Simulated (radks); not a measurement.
Values are calculated unless marked as measured or tabulated.
Q: Ionisation of Mn+, [Ar] 3d5 4s1, to Mn2+, [Ar] 3d5, under several functionals. Non-relativistic Kohn-Sham, spin-polarised, spherical densities, point nucleus; open shells are filled with parallel spins first; a radial shooting solver on a logarithmic mesh with Libxc functionals. Known Delta-SCF values: XLYP 16.039 eV; exchange-only B88 15.833 eV. What does LDA (Slater exchange, VWN5 correlation) give, and what is its highest occupied eigenvalue?

A: 16.324 eV by Delta-SCF; the 4s eigenvalue is -12.695 eV. NIST: 15.640 eV (measured).
